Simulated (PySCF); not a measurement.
**Sb²⁺: excitation energy**

Sb²⁺ [Kr] 4d10 5s2 5p1 (2P) → Sb²⁺ [Kr] 4d10 5s1 5p1 6s1 (4P), as a difference of total energies. All numbers are calculated (PySCF 2.14, scalar relativity through the core potential, in aug-cc-pwCVTZ-PP with ECP28MDF (8s7p6d4f1g, 96 functions)). Correlated levels: valence: 4s2 4p6 4d10 frozen; valence and next inner shell: nothing frozen outside the core potential. The calculations carry no spin-orbit coupling.

```tsv
method	excitation energy (cm⁻¹)
UHF	143180
LDA	160540
PBE	157310
PBE0	155350
r2SCAN	156330
PW91	157740
M06-L	159800
HSE06	155640
MP2 (valence)	149080
SCS-MP2 (valence)	151490
MP2 (valence and next inner shell)	157660
SCS-MP2 (valence and next inner shell)	158410
```

The promoted electron is Rydberg-like, and one or two diffuse shells describe it only roughly, which tends to raise the upper state.
